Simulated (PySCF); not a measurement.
Isomers of C2H14SSi4, mass 181.989 u with the commonest isotopes. The calculation used PBE0/pcSseg-1 in PySCF (dipole) on a GFN2-xTB geometry, gas phase. One conformer each, none proved a minimum here; rigid rotors.

Problem. Order these by rotational constant A, largest first.
A. `[SiH3:1][SiH2:2][CH2:3][CH2:4][SiH2:5][S:6][SiH3:7]` with Si1–Si2–C3–C4 -175°, Si2–C3–C4–Si5 -179°, C3–C4–Si5–S6 -170°, C4–Si5–S6–Si7 178°
B. `[SiH3:1][CH2:2][S:3][SiH2:4][CH:5]([SiH3:6])[SiH3:7]` with Si1–C2–S3–Si4 -174°, C2–S3–Si4–C5 -179°, S3–Si4–C5–Si6 -168°
C. `[CH3:1][Si@H:2]([SiH3:3])[CH2:4][SiH2:5][S:6][SiH3:7]` with C1–Si2–C4–Si5 -179°, Si2–C4–Si5–S6 54°, C4–Si5–S6–Si7 55°
D. `[SiH3:1][CH2:2][CH2:3][S:4][SiH2:5][SiH2:6][SiH3:7]` with Si1–C2–C3–S4 -178°, C2–C3–S4–Si5 -175°, C3–S4–Si5–Si6 -175°, S4–Si5–Si6–Si7 58°

Solution. A (4789 MHz), D (2665 MHz), B (2349 MHz), C (1402 MHz).

Problem. Order these by dipole moment, smallest first.
A. `[SiH3:1][CH2:2][S:3][SiH2:4][CH:5]([SiH3:6])[SiH3:7]` with Si1–C2–S3–Si4 -174°, C2–S3–Si4–C5 -179°, S3–Si4–C5–Si6 -168°
B. `[SiH3:1][CH2:2][CH2:3][S:4][SiH2:5][SiH2:6][SiH3:7]` with Si1–C2–C3–S4 -178°, C2–C3–S4–Si5 -175°, C3–S4–Si5–Si6 -175°, S4–Si5–Si6–Si7 58°
C. `[CH3:1][Si@H:2]([SiH3:3])[CH2:4][SiH2:5][S:6][SiH3:7]` with C1–Si2–C4–Si5 -179°, Si2–C4–Si5–S6 54°, C4–Si5–S6–Si7 55°
D. `[SiH3:1][SiH2:2][CH2:3][CH2:4][SiH2:5][S:6][SiH3:7]` with Si1–Si2–C3–C4 -175°, Si2–C3–C4–Si5 -179°, C3–C4–Si5–S6 -170°, C4–Si5–S6–Si7 178°

Solution. B (0.86 D), A (1.08 D), D (1.38 D), C (2.61 D).

Problem. Order these by rotational constant B, largest first.
A. `[CH3:1][Si@H:2]([SiH3:3])[CH2:4][SiH2:5][S:6][SiH3:7]` with C1–Si2–C4–Si5 -179°, Si2–C4–Si5–S6 54°, C4–Si5–S6–Si7 55°
B. `[SiH3:1][CH2:2][CH2:3][S:4][SiH2:5][SiH2:6][SiH3:7]` with Si1–C2–C3–S4 -178°, C2–C3–S4–Si5 -175°, C3–S4–Si5–Si6 -175°, S4–Si5–Si6–Si7 58°
C. `[SiH3:1][CH2:2][S:3][SiH2:4][CH:5]([SiH3:6])[SiH3:7]` with Si1–C2–S3–Si4 -174°, C2–S3–Si4–C5 -179°, S3–Si4–C5–Si6 -168°
D. `[SiH3:1][SiH2:2][CH2:3][CH2:4][SiH2:5][S:6][SiH3:7]` with Si1–Si2–C3–C4 -175°, Si2–C3–C4–Si5 -179°, C3–C4–Si5–S6 -170°, C4–Si5–S6–Si7 178°

Solution. A (524.0 MHz), C (372.4 MHz), B (291.0 MHz), D (235.6 MHz).

```
                       SMILES  point group  Ia (u·Å²)  Ib (u·Å²)  Ic (u·Å²)      κ  μa (D)  μb (D)  μc (D)
  [SiH3]CCS[SiH2][SiH2][SiH3]           C1     189.65    1736.56    1846.18  -0.99    0.13    0.62    0.59
  [SiH3][SiH2]CC[SiH2]S[SiH3]           C1     105.52    2145.40    2215.55  -1.00    0.16    1.36    0.20
[SiH3]CS[SiH2]C([SiH3])[SiH3]           C1     215.15    1356.97    1510.20  -0.96    0.06    1.00    0.42
C[Si@H]([SiH3])C[SiH2]S[SiH3]           C1     360.48     964.48    1094.46  -0.87    0.64    1.99    1.57
```
